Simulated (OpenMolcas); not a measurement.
## Cr2+, Mo2+, W2+: d4 down the group

```json
{
 "Program": "OpenMolcas 26.06",
 "Method": "CASSCF",
 "Basis": "ANO-R2",
 "Scalar Hamiltonian": "X2C, finite nucleus",
 "Spin-orbit coupling": "RASSI with atomic mean-field integrals over the reference wave functions, term energies averaged over their components"
}
```

Active space for each ion: 4 electrons in 10 orbitals (d d).

Computed levels in cm-1 above 5D0:

```
                               Level   Cr2+   Mo2+    W2+
                                 5D1   66.7    223   1702
                                 5D2    198    634   3695
                                 5D3    390   1192   5659
                                 5D4    639   1863   7506
                                 3H4  19046  15157  15896
                                 3H5  19193  15683  19005
                                 3H6  19361  16195  20638
                              3P0(1)  20537  15454  14608
                              3P1(1)  20925  16705  19438
weight of 5D in the lowest level (%)    100     99     83
```

Mixed levels, with the weight of the term that names them: W2+ 3H4 (66 %), W2+ 3P0(1) (72 %).

Measured, with the error of the calculation in %. Measured levels: Cr2+ from Sugar and Corliss, J. Phys. Chem. Ref. Data 6, 317 (1977); Mo2+ from Sugar and Musgrove, J. Phys. Chem. Ref. Data 17, 155 (1988); W2+ from NIST levels as listed in McCann et al., Mon. Not. R. Astron. Soc. 538, 537 (2025).

```tsv
Level	Cr2+	Mo2+	W2+
5D1	62.2 (+7.2)	242 (-7.7)	2256 (-24.6)
5D2	183 (+8.1)	668 (-5.1)	4461 (-17.2)
5D3	357 (+9.5)	1224 (-2.6)	6278 (-9.9)
5D4	576 (+10.9)	1872 (-0.5)	7687 (-2.4)
3H4	17274 (+10.3)	12680 (+19.5)	13701 (+16.0)
3H5	17397 (+10.3)	13276 (+18.1)	
3H6	17531 (+10.4)	13811 (+17.3)	
3P0(1)	16771 (+22.5)	11149 (+38.6)	9904 (+47.5)
3P1(1)	17169 (+21.9)	12510 (+33.5)
```

The fine-structure level 5D4 changes by a factor of 11.7 from Cr2+ to W2+.

Without spin-orbit coupling 3H lies 18841, 14669, 14117 cm-1 above 5D in that order; the difference to the level 3H4, of either sign, comes from spin-orbit coupling, which also lowers the zero.

Without dynamic correlation excited terms often stand tens of per cent too high (terms of higher spin than the ground term too low), and those without a measured partner can miss by more than the paired ones. Active for correlation alone: 4d; no level in the range computed is led by a configuration that fills it, so any true level of that kind is missing (holds for Cr2+). Active for correlation alone: 5d; no level in the range computed is led by a configuration that fills it, so any true level of that kind is missing (holds for Mo2+). Active for correlation alone: 6d; no level in the range computed is led by a configuration that fills it, so any true level of that kind is missing (holds for W2+). Computed and measured levels are paired by configuration, term and J; levels that our copy of the source lacks, or whose pairing is in doubt (as where it misses far off the trend of its configuration), stay unpaired and out of the deviations. Only configurations of the active space appear.

A number in round brackets counts repeated terms of one configuration in the order of the reference energies.
